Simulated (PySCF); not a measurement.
## Dipole response of Ag⁺ (silver, charge +1)

[Kr] 4d10, closed-shell 1S. All numbers are calculated (PySCF 2.14, the spin-free X2C one-electron Hamiltonian (Gaussian nucleus), in ANO-RCC-VTZP (7s6p4d2f1g, 68 functions)). Coupled (time-dependent) response in atomic units; α is the mean over directions. The basis has no added diffuse functions, which lowers α and C₆.

```csv
method,mean α (bohr³),C₆ (like pair),S(−4)
UHF,7.704,42.51,20.97
PBE,9.204,50.49,38.40
PBE0,8.680,47.89,31.09
MN15,9.035,50.02,32.64
```

S(−4) is the Cauchy moment in α(ω) = α(0) + S(−4) ω² + …

α(iu) at PBE0:

```csv
u (hartree),α(iu) (bohr³)
0,8.680
0.0500,8.604
0.100,8.388
0.200,7.684
0.300,6.878
0.500,5.551
0.750,4.482
1.00,3.760
1.50,2.760
2.00,2.074
3.00,1.244
5.00,0.5621
```

For an ion, C₆ is the dispersion term alone; charge-induced terms of lower order in 1/R come first.
